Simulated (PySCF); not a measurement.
# Electron correlation in Nd(3+) (neodymium, charge +3)

[Xe] 4f3, one real determinant. All numbers are calculated (PySCF 2.14, scalar relativity by spin-free X2C-1e, in cc-pVDZ-X2C (8s7p5d3f1g, 84 functions)). Frozen: [Ar] 3d10; 29 electrons correlated.

MP2 pair energies summed by pair of shells (mhartree):

| pair | energy | share (%) |
| --- | --- | --- |
| 4d-4d | -180.82 | 27.1 |
| 5p-5p | -124.03 | 18.6 |
| 4d-5p | -106.02 | 15.9 |
| 4f-5p | -54.96 | 8.2 |
| 4d-4f | -49.73 | 7.5 |
| 5s-5p | -33.52 | 5.0 |
| 4p-4d | -23.37 | 3.5 |
| 4d-5s | -22.31 | 3.3 |
| 4p-4p | -13.37 | 2.0 |
| 4f-4f | -9.80 | 1.5 |
| 4f-5s | -9.73 | 1.5 |
| 4p-4f | -9.47 | 1.4 |
| 4p-5p | -6.66 | 1.0 |
| 4s-4d | -6.37 | 1.0 |
| 5s-5s | -6.15 | 0.9 |
| 4p-5s | -4.10 | 0.6 |
| 4s-4p | -2.26 | 0.3 |
| 4s-4f | -1.42 | 0.2 |
| 4s-4s | -1.10 | 0.2 |
| 4s-5p | -0.84 | 0.1 |
| 4s-5s | -0.24 | 0.0 |

Total MP2 correlation energy: -666.29 mhartree.

Same-spin part -243.61 and opposite-spin part -422.68 mhartree; SCS-MP2 scales them by 1/3 and 6/5 to -588.42 mhartree.

The reference is one real determinant that mixes LS terms of this configuration.

This basis was not built for core-valence correlation, so the inner-shell part is incomplete.
